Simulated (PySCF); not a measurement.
## Energy of Be²⁺ (beryllium, charge +2) between two integer charges

The 1s beta orbital of 1s2 is emptied in steps (occupation f), with all orbitals relaxed, ending at 1s1. All numbers are calculated (PySCF 2.14, no relativity, point nucleus, in aug-cc-pVTZ (5s4p3d2f, 46 functions)). The exact energy is a straight line in f; departures are measured from the line between the end points of the same method.

```csv
f,UHF (eV)
1,0.000
0.8,0.156
0.6,0.223
0.4,0.213
0.2,0.136
0,0.000
```

Task: For UHF, how does the orbital energy at f = 1 compare with the removal energy?

Result: −ε = 154.22 eV against a total-energy difference of 153.19 eV. By Janak's theorem ε = ∂E/∂f, so the gap between them reflects the curvature. Along the path −ε is 153.74 (f = 0.8), 153.33 (f = 0.6), 152.97 (f = 0.4), 152.66 (f = 0.2) eV.

Reference removal energy between the ground levels: 153.90 eV (theoretical estimate listed by NIST; NIST Atomic Spectra Database, ionization energies). UHF lacks correlation.
